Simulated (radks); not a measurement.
Values are calculated unless marked as measured or tabulated.
Charge is removed step by step from the 2s1/2 level of Cd5+, starting from [Kr] 4d7. Code: a radial shooting solver on a logarithmic mesh with Libxc functionals. Model: Dirac Kohn-Sham, PBE, spin-unpolarised, spherical densities, finite nucleus; open shells fill j = l - 1/2 first; Fermi nuclear charge, rms radius 4.6087 fm.

| removed (e) | E - E(0) (eV) | eigenvalue (eV) | E minus straight line (eV) |
|---|---|---|---|
| 0 | 0.000 | -4010.8 | 0.000 |
| 0.1 | 401.66 | -4022.5 | -5.309 |
| 0.2 | 804.50 | -4034.2 | -9.446 |
| 0.3 | 1208.5 | -4046.0 | -12.407 |
| 0.4 | 1613.7 | -4057.8 | -14.189 |
| 0.5 | 2020.1 | -4069.6 | -14.791 |
| 0.6 | 2427.6 | -4081.5 | -14.210 |
| 0.7 | 2836.4 | -4093.3 | -12.443 |
| 0.8 | 3246.3 | -4105.2 | -9.487 |
| 0.9 | 3657.4 | -4117.1 | -5.340 |
| 1 | 4069.7 | -4129.1 | 0.000 |

Removing the whole electron costs 4069.7 eV by Delta-SCF, against 4010.8 eV from minus the eigenvalue at the starting occupation. Slater's transition state (half an electron removed) gives 4069.6 eV. Integrating minus the eigenvalue over the occupation (Janak's theorem) gives 4069.7 eV. The mean slope of the eigenvalue, de/dn, is 118 eV per electron.
